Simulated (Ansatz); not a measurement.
Reaction (SMILES): N#C[O] → C atom + N atom + O atom
B3LYP-D3(BJ)/def2-TZVP geometries, fixed; electronic energies without zero-point terms.

How fast the atomisation energy converges with the basis for several methods (Ansatz, an electronic-structure program): deviation from each method's own reference, in kcal/mol. References: B3LYP 323.76 kcal/mol, the value in aug-pcseg-3; CCSD(T) 315.02 kcal/mol, Hartree-Fock in cc-pVQZ plus the correlation part extrapolated as X^-3 from cc-pVTZ and cc-pVQZ; HF 180.78 kcal/mol, the value in def2-QZVPPD; MP2 327.34 kcal/mol, Hartree-Fock in cc-pVQZ plus the correlation part extrapolated as X^-3 from cc-pVTZ and cc-pVQZ; PBE 349.95 kcal/mol, the value in aug-pcseg-3; wB97M-V 322.12 kcal/mol, the value in aug-pcseg-3. Cartesian d functions, on some or all atoms, in 6-31+G*; all else is spherical. In correlated methods cores are frozen. Open shells are unrestricted. No added dispersion term, no relativity. Functionals ending in -V hold VV10 correlation. 

```json
[
 {"basis": "pcseg-1", "functions": "42", "B3LYP": "-6.75", "CCSD(T)": "-29.43", "HF": "-6.59", "MP2": "-29.77", "PBE": "-5.26", "wB97M-V": "-6.27"},
 {"basis": "6-31+G*", "functions": "57", "B3LYP": "-8.69", "CCSD(T)": "-31.07", "HF": "-7.98", "MP2": "-31.73", "PBE": "-8.08", "wB97M-V": "-7.75"},
 {"basis": "def2-SVPD", "functions": "63", "B3LYP": "3.83", "CCSD(T)": "-19.09", "HF": "3.66", "MP2": "-18.71", "PBE": "4.53", "wB97M-V": "5.09"},
 {"basis": "aug-pcseg-1", "functions": "69", "B3LYP": "-4.17", "CCSD(T)": "-24.16", "HF": "0.28", "MP2": "-22.48", "PBE": "-3.25", "wB97M-V": "-3.27"},
 {"basis": "cc-pVTZ", "functions": "90", "B3LYP": "-0.56", "CCSD(T)": "-13.05", "HF": "-0.97", "MP2": "-13.12", "PBE": "0.22", "wB97M-V": "-0.41"},
 {"basis": "def2-TZVPP", "functions": "93", "B3LYP": "-0.68", "CCSD(T)": "-12.32", "HF": "-0.65", "MP2": "-12.18", "PBE": "-0.19", "wB97M-V": "-0.49"},
 {"basis": "def2-TZVPPD", "functions": "114", "B3LYP": "-0.79", "CCSD(T)": "-12.08", "HF": "-0.64", "MP2": "-11.68", "PBE": "-0.46", "wB97M-V": "-0.64"},
 {"basis": "cc-pVQZ", "functions": "165", "B3LYP": "0.38", "CCSD(T)": "-5.04", "HF": "0.14", "MP2": "-5.07", "PBE": "0.92", "wB97M-V": "0.27"}
]
```

Mean absolute deviation over cc-pVTZ, def2-TZVPP, def2-TZVPPD: PBE 0.29, wB97M-V 0.51, B3LYP 0.68, HF 0.75, MP2 12.33, CCSD(T) 12.48 kcal/mol.
